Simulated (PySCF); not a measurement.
PySCF 2.14 output of an unrestricted PBE calculation on a single atom or ion in aug-cc-pCVTZ-DK with one added diffuse shell each of s, p, d, f type (8s7p5d3f, 75 functions), with scalar relativity by spin-free X2C-1e:

```
SCF conv_tol = 1e-09
number electrons alpha = 3  beta = 1
    J. P. Perdew, K. Burke, and M. Ernzerhof.,  Phys. Rev. Lett. 77, 3865 (1996)
    J. P. Perdew, K. Burke, and M. Ernzerhof.,  Phys. Rev. Lett. 78, 1396 (1997)
    J. P. Perdew, K. Burke, and M. Ernzerhof.,  Phys. Rev. Lett. 77, 3865 (1996)
    J. P. Perdew, K. Burke, and M. Ernzerhof.,  Phys. Rev. Lett. 78, 1396 (1997)
cycle= 1 E= -35.3096390928909  delta_E= -0.00357  |g|= 0.00911  |ddm|= 0.112
cycle= 2 E= -35.3096549940996  delta_E= -1.59e-05  |g|= 0.000603  |ddm|= 0.0124
cycle= 3 E= -35.3096551774786  delta_E= -1.83e-07  |g|= 7.13e-05  |ddm|= 0.00129
cycle= 4 E= -35.3096551807788  delta_E= -3.3e-09  |g|= 1.73e-06  |ddm|= 0.000176
cycle= 5 E= -35.3096551807799  delta_E= -1.15e-12  |g|= 1.52e-07  |ddm|= 3.76e-06
converged SCF energy = -35.3096551807799  <S^2> = 2.0000004  2S+1 = 3.0000002
```

The run itself started from symmetry-adapted Hartree-Fock orbitals and held the occupation by maximum overlap, on a logarithmic radial grid, so the iterations belong to that start.

Question: Which element, charge and spin multiplicity is this?

Answer: C²⁺ (carbon, charge +2), multiplicity 3; the state was [He] 2s1 3d1, high-spin 3D determinant (an excited configuration).

The outer electron is Rydberg-like, and this basis confines it to a smaller radius and binds it less than a complete one would.
